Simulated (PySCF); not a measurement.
# Telling isomers of C$_{8}$H$_{10}$NP apart by NMR

Theory: NMR shieldings at PBE0/pcSseg-1/GIAO, PBE0-D3(BJ)/def2-SVP structure, in PySCF 2.14 (no relativistic terms, a single conformation, gas phase, averaged over atoms made equivalent by symmetry, fast rotation or ring inversion).

Scale: TMS for ¹H, ¹³C (reference shieldings calculated alike). Splittings of carbon signals by F and P are missing where no couplings were computed. Where no couplings were computed, multiplicities follow the n + 1 count of equivalent neighbours, and m marks all less simple cases (inequivalent or close neighbours, rings, F or P nearby). Shifts are as computed. Against solution values, carbons near 30 ppm lie about +2 ppm off and those near 130 ppm about +5 ppm (rms about the fit 1.9 ppm; single classes can miss by 10 ppm). Of 1328 compounds with measured shifts, 309 miss one by over three times the rms of a fit or turn the order of signals round; such compounds aren't used in these exercises. Signals without a measured value on file couldn't be tested in this way; 1H shifts scatter by 0.2 ppm about their fit, and single ones miss by 0.5 ppm.

(1) Tabulate the signals of `C=P1(c2ccncc2)CC1`, `C=C(C)Pc1ccncc1` and their relative energies.

(2) What is the quickest way to tell C=P1(c2ccncc2)CC1 from C=C(C)Pc1ccncc1?

Results:

(1) 
```json
{"SMILES": "C=P1(c2ccncc2)CC1", "carbon types": "1×C 4×CH 3×CH2", "δC": "156.4, 152.0, 128.4, 16.2, -9.0", "δH": "8.73 (m, 2H), 7.17 (m, 2H), 1.56 (m, 2H), 1.40 (m, 2H), 0.83 (m, 2H)", "E rel. (kcal/mol)": "45.1"}
{"SMILES": "C=C(C)Pc1ccncc1", "carbon types": "2×C 4×CH 1×CH2 1×CH3", "δC": "155.2, 154.6, 152.0, 142.1, 130.3, 27.8", "δH": "8.62 (m, 2H), 7.20 (m, 2H), 6.18 (m, 1H), 6.14 (m, 1H), 4.77 (m, 1H), 1.95 (m, 3H)", "E rel. (kcal/mol)": "0.0"}
```

Energies are electronic energies at PBE0/pcSseg-1 on these geometries, without zero-point or thermal terms, each for the one conformer computed, which needn't be the lowest.

(2) Count the carbon signals: 5 against 6. The first has a three-membered-ring carbon (CH2) at 16.2 ppm, the second a terminal =CH2 carbon at 142.1 ppm. Their most deshielded carbons lie at 156.4 and 155.2 ppm.
